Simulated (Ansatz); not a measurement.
CH8AlNOSi at its PBE0-D4/def2-TZVP geometry, where that method's forces vanish. Charge 0, multiplicity 1. The bonds changed during the relaxation, so this is another structure than the one it started from.

```xyz
13

N    -0.6258    0.0211   -1.1758
C    -0.2490    0.1609    0.3125
O    -1.3781    0.5917    1.0377
Al    0.7943    1.3632   -0.8662
Si    0.4702   -1.3972    1.0537
H    -1.5803    0.3408   -1.2990
H    -0.5360   -0.9096   -1.5656
H    -1.3072    1.5390    1.1810
H     0.1539    2.8146   -0.9927
H     2.2153    0.9314   -1.4140
H     1.4962   -1.9294    0.1130
H    -0.5602   -2.4567    1.2625
H     1.1067   -1.0699    2.3529
```

(1) What forces (eV/Å) does PBE-D4/def2-TZVPP give on these atoms in Ansatz 0.2.0? (Estimate.)

Results:

(1) Ansatz gave: 
```
N1   0.125  0.086 -0.210
C2   0.248 -0.070  0.112
O3  -0.444 -0.304  0.234
Al4  0.199  0.164 -0.038
Si5  0.042 -0.037  0.008
H6  -0.327  0.096 -0.047
H7   0.025 -0.327 -0.150
H8   0.038  0.479  0.069
H9  -0.055  0.089 -0.005
H10  0.091 -0.034 -0.044
H11  0.103 -0.058 -0.089
H12 -0.110 -0.119  0.027
H13  0.065  0.034  0.135
```
